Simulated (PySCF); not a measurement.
BH4O2P, SMILES OB(O)P.

Geometry: B3LYP-D3(BJ)/def2-SVP. One conformer was computed; it need not be the lowest.

Computed with TDDFT-ωB97X/def2-SVPD (PySCF).

Vertical excitations. The molecule is in vacuum. State labels are in the subgroup Cs.

Computed lowest excited states:
```tsv
state	symmetry	energy (eV)	λ (nm)	f	main pairs
S1	A'	6.78	183	0.037	HOMO→LUMO 49 %, HOMO→LUMO+1 44 %
S2	A"	6.99	177	0.039	HOMO→LUMO+2 61 %, HOMO→LUMO+4 33 %
S3	A'	7.30	170	0.263	HOMO→LUMO+1 37 %, HOMO→LUMO 29 %, HOMO→LUMO+3 26 %
S4	A'	7.73	160	0.032	HOMO→LUMO+3 36 %, HOMO→LUMO+5 30 %, HOMO→LUMO+7 19 %
S5	A"	8.34	149	0.001	HOMO−2→LUMO 84 %
S6	A'	8.36	148	0.090	HOMO→LUMO+5 52 %, HOMO→LUMO+3 22 %, HOMO→LUMO 13 %
S7	A'	8.69	143	0.034	HOMO−1→LUMO+1 61 %, HOMO−1→LUMO+3 20 %
S8	A'	8.94	139	0.098	HOMO−1→LUMO 75 %
S9	A"	8.94	139	0.001	HOMO−3→LUMO 50 %, HOMO−4→LUMO 32 %
S10	A'	9.15	136	0.057	HOMO→LUMO+7 60 %
T1	A'	5.81	213	0	HOMO→LUMO+1 78 %
T2	A"	6.02	206	0	HOMO→LUMO+2 52 %, HOMO→LUMO+4 42 %
T3	A'	6.86	181	0	HOMO→LUMO 61 %, HOMO→LUMO+3 27 %
T4	A'	7.14	174	0	HOMO→LUMO+5 36 %, HOMO→LUMO+3 25 %, HOMO→LUMO 15 %, HOMO→LUMO+7 9 %
```
Triplets are in the Tamm–Dancoff approximation, which puts them higher than full response would, so one can lie above its singlet here.
